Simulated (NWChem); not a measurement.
# C$_{2}$H$_{2}$F$_{2}$OSi; SMILES FC1=CO[Si@H]1F

```xyz
8

F     -0.9258    -2.1256    -0.0505
C     -0.1905    -1.0294    -0.0464
C      1.1264    -0.8694    -0.2873
O      1.4447     0.4732    -0.1223
Si    -0.1616     0.7572     0.4123
F     -0.9292     1.8533    -0.4833
H      1.9328    -1.5616    -0.5491
H     -0.2528     1.2091     1.8156
```
Atoms are numbered in this order, from 1.

All runs: NWChem. Pople sets run with spherical d functions. Coordinates come from a PBE0/def2-SVP optimisation. Vzz is the largest principal value of the second derivative of the potential at the nucleus (NWChem prints the opposite sign); η is the asymmetry. Non-relativistic.

For level Hartree-Fock/6-31G*:

| Item | Value |
|---|---|
| Vzz O4 (a.u.) | 1.547 |

### Question
How do the values read with level CAM-B3LYP/6-31G* instead?

### Answer
| Quantity | Result |
|---|---|
| Vzz O4 (a.u.) | 1.426 |
